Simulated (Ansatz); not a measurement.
Ideal-gas functions of `O[SiH](F)I` at 600 K and 1 bar, from an Ansatz frequency run at PBE0-D4/def2-TZVP.

Molar mass 192.0 g/mol, point group C1 (symmetry number 1), electronic degeneracy 1, moments of inertia 74.944, 341.855, 394.274 u Å². Harmonic wavenumbers (cm⁻¹, unscaled): 165, 203, 260, 339, 391, 759, 819, 846, 893, 984, 2318, 3918.

Use S(trans) = R[1.5 ln M + 2.5 ln T − 1.1517]; rotational temperatures θ = 24.2544 K / I; S(rot) = R[ln(√π/σ · √(T³/θAθBθC)) + 1.5]; for each mode x = 1.438777 ν̃/T, S = R[x/(eˣ − 1) − ln(1 − e⁻ˣ)] and H = RT x/(eˣ − 1); 1 cm⁻¹ = 0.0119627 kJ/mol; R = 8.31446 J/(mol·K).

Task: By hand: the entropy, in J/(mol·K).

Result: Translation 189.0. Rotation: θ = 0.3236, 0.0709, 0.0615 K, giving 124.3. Vibration, mode by mode: 16.08, 14.38, 12.38, 10.26, 9.15, 4.40, 3.92, 3.73, 3.41, 2.87, 0.21, 0.01, in all 80.8. Electronic 0.0. Sum 394.1 J/(mol·K).

Task: By hand: H − E and G − E in kJ/mol, counted from the electronic energy.

Result: Zero-point energy ½ × 11895 × 0.0119627 = 71.1; thermal vibration 25.4; translation, rotation and pV give 4 RT = 20.0. H − E = 116.5 kJ/mol, and G − E = 116.5 − 600 × 394.1/1000 = -120.0 kJ/mol.

Vibration gives 21 % of the entropy. The sum counts one conformer and one mirror image; others add a mixing term.
